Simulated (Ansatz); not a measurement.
Total energies of the cluster SiAu3⁺ from Ansatz at PBE-D4/def2-TZVP, gas phase (1 Eh = 27.2114 eV = 2625.5 kJ/mol). The reference geometry is relaxed at PBE-D4/def2-SVP.

Cartesian coordinates in Å:
```
Au -1.8058 -0.0998 -1.2821
Au 1.7491 -0.2408 1.3406
Au 0.2178 1.3809 -0.2211
Si -0.1611 -1.0402 0.1626
```

| state | geometry | energy (Eh) |
| --- | --- | --- |
| charge 1 singlet | reference | -696.52014 |
| charge 0 doublet | reference | -696.76332 |
| charge 1 triplet | relaxed at PBE-D4/def2-SVP | -696.49565 |
| charge 1 quintet | relaxed at PBE-D4/def2-SVP | -696.38951 |

In the def2 sets Au takes a core potential; there is no spin–orbit coupling.

(1) Work out the vertical electron affinity, to the doublet.

(2) Which of the charge 1 states is lowest, and how far above it are the others?

(1) E(charge 1 singlet) − E(charge 0 doublet) = -696.52014 − (-696.76332) = 0.24318 Eh = 6.62 eV.

(2) The singlet. triplet: -696.49565 − (-696.52014) = 0.02449 Eh = 64.3 kJ/mol; quintet: -696.38951 − (-696.52014) = 0.13063 Eh = 343.0 kJ/mol. The triplet differs in its bonds from the reference.

At PBE-D4/def2-TZVP the gap within one spin of the charge 0 doublet nearly closes, so an electron or hole may be smeared out by delocalisation error. 

The structure comes from a short search, and lower isomers may exist.
